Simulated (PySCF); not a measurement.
C3H6GeO, SMILES [CH3][Ge@H]1[CH]=C[O]1. Geometry optimised at B3LYP-D3(BJ)/def2-SVP. The structure was generated by enumeration; whether it is a known compound was not checked.

Task: Give the equilibrium geometry at B3LYP-D3(BJ)/def2-SVP (PySCF confirms it by a frequency run) as bond lengths and angles. (An estimate is asked for; the answer gives what the named calculation found.)

Result: 
Atoms: C1 Ge2 C3 C4 O5 H6 H7 H8 H9 H10 H11. Bonded distances (Å): C1–Ge2 1.950, C1–H6 1.101, C1–H7 1.099, C1–H8 1.100, Ge2–C3 1.936, Ge2–C4 2.295, Ge2–O5 1.900, Ge2–H9 1.544, C3–C4 1.354, C3–H10 1.087, C4–O5 1.361, C4–H11 1.099. Angles (°): Ge2–C1–H6 110.1, Ge2–C1–H7 109.4, Ge2–C1–H8 110.1, H6–C1–H7 109.1, H6–C1–H8 108.6, H7–C1–H8 109.5, C1–Ge2–C3 121.9, C1–Ge2–C4 123.1, C1–Ge2–O5 110.7, C1–Ge2–H9 112.6, C3–Ge2–C4 36.1, C3–Ge2–O5 72.4, C3–Ge2–H9 120.5, C4–Ge2–O5 36.3, C4–Ge2–H9 121.7, O5–Ge2–H9 109.8, Ge2–C3–C4 86.5, Ge2–C3–H10 143.4, C4–C3–H10 130.1, Ge2–C4–C3 57.4, Ge2–C4–O5 55.8, Ge2–C4–H11 172.5, C3–C4–O5 113.2, C3–C4–H11 130.1, O5–C4–H11 116.7, Ge2–O5–C4 87.8.
Charge 0, spin multiplicity 1.
